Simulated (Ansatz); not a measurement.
Ansatz (an electronic-structure program) input (CCSD(T)/cc-pV(Q+d)Z): A basis named .json is the Basis Set Exchange file of that set (core-valence sets with the plain set on hydrogen).

Ansatz 0.2 input:
```yaml
crystal:
  periodic: [false, false, false]
  atoms:
    - {symbol: P, position_ang: [-1.02027206, -0.47127800, -0.05348212]}
    - {symbol: P, position_ang: [1.02027508, 0.47110689, 0.05491295]}
    - {symbol: H, position_ang: [-1.51764144, 0.25666815, 1.06041507]}
    - {symbol: H, position_ang: [-1.51478581, 0.48948324, -0.97567300]}
    - {symbol: H, position_ang: [1.52191029, -0.49872576, 0.96366793]}
    - {symbol: H, position_ang: [1.51047169, -0.24485897, -1.06987245]}
basis:
  gaussian:
    orbitals: cc-pV_Q+d_Z.json
magnetization: {spin_polarized: false}
correlation: {method: ccsd_t, electrons: outside_noble_gas}
```

Output:

```
Functional definition: HF
integrals: 1.55 GiB planned
1486 factors; integrals over basis functions are off by at most 5.2e-4 eV
mean field: 1.05 GiB planned
mean field evaluation 1: about -18607.0937 eV, gradient 1.2e1 eV
mean field evaluation 2: about -18607.1617 eV, gradient 1.2e1 eV
mean field evaluation 4: about -18608.1193 eV, gradient 1.1e0 eV
mean field evaluation 8: about -18608.1299 eV, gradient 2.9e-1 eV
mean field evaluation 16: about -18607.9221 eV, gradient 4.1e0 eV
mean field -18608.13075303 eV, -683.8361921297 hartree, gradient 1.8e-6 eV, S^2 0.000000; 0 other end points of the search recorded, 0 dependent functions left out
10 core orbitals not correlated
reference -18608.13075303 eV, -683.8361921297 hartree; 7, 7 occupied and 231, 231 virtual orbitals, 1486 factors
second order -9.34444917 eV of doubles, -0.00000000 eV of singles
coupled cluster: 3.13 GiB planned
cycle   1  -10.06095979 eV  change   -7.2e-1 eV  update   7.8e-2
cycle   2  -10.39663965 eV  change   -3.4e-1 eV  update   2.6e-2
cycle   3  -10.43267372 eV  change   -3.6e-2 eV  update   9.7e-3
cycle   4  -10.42845309 eV  change    4.2e-3 eV  update   3.1e-3
cycle   5  -10.42761650 eV  change    8.4e-4 eV  update   1.0e-3
cycle   6  -10.42745868 eV  change    1.6e-4 eV  update   3.7e-4
cycle   7  -10.42745621 eV  change    2.5e-6 eV  update   1.3e-4
cycle   8  -10.42749790 eV  change   -4.2e-5 eV  update   4.0e-5
cycle   9  -10.42749004 eV  change    7.9e-6 eV  update   1.3e-5
perturbative correction -0.48051521 eV, -0.0176586084 hartree
Total energy: -18619.03875828 eV, -684.2370539291 hartree
```
